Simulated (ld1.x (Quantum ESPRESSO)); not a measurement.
# What one change does to a pseudopotential (molybdenum (Mo), TM)

| Quantity | Value |
| --- | --- |
| Element | Mo (Z = 42) |
| Generator | ld1.x (Quantum ESPRESSO) 7.5 |
| Type | norm-conserving Troullier–Martins (Kleinman–Bylander form) |
| Functional | LDA (PZ) |
| Relativity | scalar-relativistic |
| Frozen core | [Ar] 3d10 |
| Valence charge | 14 |
| Reference configuration | 4s2 4p6 4d4.5 5s0 5p0 (charge +1.5) |
| Partial waves | 4s (bound): rc 1.85 bohr; 4d (bound): rc 1.60 bohr; 4p (bound): rc 2.05 bohr |
| Local potential | the p channel |
| Core correction | Bessel-smoothed model core inside 0.90 bohr |

All-electron outer shells of the reference configuration (LDA (PZ), scalar-relativistic, ld1.x):

| shell | level (eV) | outermost node (bohr) | outermost maximum (bohr) |
| --- | --- | --- | --- |
| 3d | -233.73 | – | 0.32 |
| 4s | -76.79 | 0.51 | 0.99 |
| 4p | -50.92 | 0.52 | 1.06 |
| 4d | -15.62 | 0.53 | 1.37 |
| 5s | -13.93 | 1.33 | 2.68 |
| 5p | -9.29 | 1.51 | 3.24 |

Change: wave 4s (bound): rc 1.85 bohr becomes 4s (bound): rc 1.92 bohr.

Cutoffs: the cutoffs (Ry, on a coarse ladder) from which the occupation-weighted sum of valence levels, in a spherical-Bessel basis at the reference potential, stays within 10 and 1 mRy of its value at 400 Ry; they do not see the model core or the augmentation charge, which bear on the density cutoff. Errors are all-electron minus pseudo energies relative to the spin-unpolarised reference configuration.

What does the change do?

The potential gets neither clearly harder nor softer (45 Ry and 55 Ry → 45 Ry and 55 Ry); the d channel sets the loose cutoff, while the largest relative change is in s, which becomes softer; of the 9 tests that both files solve, the error grows in 4 and shrinks in 0 by more than 15 % and 0.3 meV (median size 98.9 → 100.4 meV); neither file shows a bound ghost. More of the atom is replaced by a form fitted at one configuration, so other configurations suffer.

```csv
quantity,base,changed
"cutoff, loose",45 Ry,45 Ry
"cutoff, tight",55 Ry,55 Ry
loose cutoff by channel (10 mRy a level),"s 25 Ry, d 35 Ry, p 21 Ry","s 21 Ry, d 35 Ry, p 21 Ry"
bound ghosts,none,none
"error for 4s2 4p6 4d5 5s1 5p0, meV [ΔE -13.74 eV]",+608,+742
"error for 4s2 4p6 4d5 5s0 5p0, meV [ΔE -6.55 eV]",+1.4,+1.5
"error for 4s2 4p6 4d4 5s0 5p0, meV [ΔE 9.15 eV]",+2.3,+2.3
"error for 4s2 4p6 4d4 5s2 5p0, meV [ΔE -13.60 eV]",+1428,+1738
"error for 4s2 4p6 4d2 5s0 5p0, meV [ΔE 75.81 eV]",+99,+100
"error for 4s2 4p6 4d5 5s0 5p1, meV [ΔE -10.49 eV]",+89,+89
"error for 4s2 4p6 4d4 5s1 5p0, meV [ΔE -5.47 eV]",+913,+1113
"error for 4s2 4p6 4d4.5 5s0 5p0 (spin-polarised), meV [ΔE -2.95 eV]",+87,+91
"error for 4s2 4p6 4d5 5s1 5p0 (spin-polarised), meV [ΔE -17.66 eV]",+713,+853
s: phases at 2.24 bohr within 0.05 rad from the reference energy up to (Ry; the scan ends near 5),-2.0,-2.1
p: phases at 2.24 bohr within 0.05 rad from the reference energy up to (Ry; the scan ends near 5),-0.5,-0.5
d: phases at 2.24 bohr within 0.05 rad from the reference energy up to (Ry; the scan ends near 5),1.7,1.7
```
